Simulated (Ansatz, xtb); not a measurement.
Two structures of F2PSi−

Structure I: a singlet given by its coordinates. Structure II: a singlet given by its coordinates. Both are isolated ions in the gas phase, relaxed with PBE0-D3(BJ)/def2-SVPD.

I (Å):

```yaml
atoms:
  - { symbol: F, position_ang: [1.0742, 0.9525, 0.5400] }
  - { symbol: F, position_ang: [-1.9777, -0.0728, 0.8414] }
  - { symbol: P, position_ang: [0.6042, 0.1625, -0.9020] }
  - { symbol: Si, position_ang: [-1.4299, -0.5256, -0.7149] }
```

Close contacts (Å): F1–P3 1.71, F2–Si4 1.71, P3–Si4 2.16.

II (Å):

```csv
atom,x (Å),y (Å),z (Å)
F,-1.3908,1.3520,-0.7296
F,0.5743,-2.0628,1.0536
P,-0.1339,-1.2796,-0.3038
Si,-0.6846,0.5824,0.6418
```

Close contacts (Å): F1–Si4 1.72, F2–P3 1.72, P3–Si4 2.16.

Energies in hartree; the thermal terms are from PBE0-D3(BJ)/def2-SVPD harmonic frequencies (ideal gas, rigid rotor, one conformer each, 298.15 K, 1 atm) and include the zero-point energy:

```
                               I           II
E, CCSD(T)/def2-SVPD  −828.920882  −828.922871
    E, MP2/def2-SVPD  −828.873724  −828.875649
  E, MP2/def2-TZVPPD  −829.491420  −829.491834
   zero-point energy     0.005726     0.005671
        H(298 K) − E     0.011648     0.011622
        G(298 K) − E    −0.023475    −0.023405
```

Problem. Correct the CCSD(T) difference for the basis set by the MP2 change, then work out ΔE, ΔE₀, ΔH and ΔG for I → II in kJ/mol (1 Eh = 2625.50 kJ/mol) and the equilibrium ratio [II]/[I].

Solution. 1. Differences II − I: CCSD(T) −0.001989, MP2 in the small set −0.001925, MP2 in the large set −0.000414 Eh.
2. ΔE = −0.001989 + (−0.000414 − (−0.001925)) = −0.000478 Eh = −1.25 kJ/mol.
3. ΔE₀ = ΔE + ΔZPE = −0.000478 + (−0.000055) Eh = −1.40 kJ/mol.
4. ΔH = ΔE + (−0.000026) Eh = −1.32 kJ/mol.
5. ΔG = ΔE + (+0.000070) Eh = −1.07 kJ/mol, so ΔS = (ΔH − ΔG)/T = −0.8 J/(mol K).
6. kT = 0.9442 mEh, so K = [II]/[I] = exp(−ΔG/kT) = exp(+0.43) ≈ 1.5.

The two are too close for this level to say which is favoured. An error of 4 kJ/mol in ΔG would change K by a factor of 5. Large T1 diagnostics make the coupled-cluster value less sure. Mirror images and further conformers aren't counted.

Other levels gave ΔE = −4.5 (PBE0-D3(BJ)/def2-SVPD); −5.4 (HF/def2-SVPD); −5.1 (MP2/def2-SVPD); −5.2 (CCSD(T)/def2-SVPD) kJ/mol. The correlated steps freeze 12 core orbitals. Programs: Ansatz 0.2.0.
